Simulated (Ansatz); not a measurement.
The cluster Cd8Te9⁻, relaxed as a doublet with UKS PBE-D4/def2-SVP in Ansatz, starting from the GFN1-xTB geometry. Force threshold 0.03 eV/Å.

In the def2 sets Cd, Te take a core potential; there is no spin–orbit coupling. Single mean-field runs in def2-SVP are fitted with def2-universal-jkfit. Another isomer (doublet) lies 4.22 eV lower at PBE0-D4/def2-SVP; other spin states weren't run for this one.

Start:

| atom | x (Å) | y (Å) | z (Å) |
| --- | --- | --- | --- |
| Cd1 | 3.3713 | 2.0298 | -2.3851 |
| Cd2 | 0.5331 | 3.2019 | 2.8525 |
| Cd3 | -1.6214 | -2.9015 | 1.4201 |
| Cd4 | 2.2189 | 0.7393 | 3.5134 |
| Cd5 | -3.7271 | -1.4394 | 2.8324 |
| Cd6 | 2.1671 | -0.0745 | -4.3403 |
| Cd7 | -1.3095 | 3.5354 | 0.4946 |
| Cd8 | -0.8710 | 0.3655 | -3.8315 |
| Te9 | 0.2418 | -1.3233 | 2.7850 |
| Te10 | 3.1460 | 0.6362 | 0.6069 |
| Te11 | 0.3127 | 2.5334 | -1.5422 |
| Te12 | 1.7440 | -1.3373 | -0.9557 |
| Te13 | -2.1583 | -0.5525 | -0.5771 |
| Te14 | -1.0832 | -4.6766 | -0.7566 |
| Te15 | -0.5778 | -2.4331 | -2.1571 |
| Te16 | 0.2470 | 0.4683 | 0.4956 |
| Te17 | -2.6335 | 1.2284 | 1.5450 |

Q: Estimate the energy that the relaxation releases and the steps that it takes.

A: 239.0 kJ/mol, in 34 steps; 4 min on 2 threads of AMD EPYC 7R13 on a shared host and a share (18 GiB) of an NVIDIA H100 80GB HBM3. The force fell under the threshold at step 9, but the optimiser went on and released 0.800 eV more. No frequencies were taken in this run, so the end may be a saddle point.

Q: Does the start keep its bonding and symmetry?

A: Bonds lost: Te9–Te16, Te10–Te12, Te12–Te16, Te16–Te17 (atoms count from 1). Bonds formed: Cd1–Te12, Cd5–Te9, Cd5–Te16, Cd6–Te12, Cd8–Te13 (atoms count from 1). Metal–metal contacts that move far: Cd2–Cd5 6.30 to 3.18 Å, Cd3–Cd5 2.93 to 3.49 Å.

Q: Predict the relaxed structure.

A: 
```xyz
17

Cd    3.138    0.893   -1.878
Cd    0.237    2.854    3.024
Cd   -1.165   -2.715    1.192
Cd    1.978    0.682    3.816
Cd   -1.751    0.402    2.652
Cd    1.898    0.467   -4.552
Cd   -1.476    3.297    0.774
Cd   -0.838    0.414   -3.458
Te   -0.341   -1.688    3.641
Te    3.307    1.049    1.052
Te    0.287    2.611   -1.447
Te    1.932   -1.919   -2.545
Te   -2.306   -0.644   -0.717
Te   -1.021   -4.849   -0.525
Te   -0.748   -2.705   -2.425
Te    0.599    0.433    0.320
Te   -3.731    1.419    1.076
```
Bond lengths (bridged metal pairs left out): 17 × Cd–Te 2.71 to 3.36 Å; 7 × Te–Te 2.80 to 3.27 Å; 4 × Cd–Cd 2.86 to 3.18 Å.
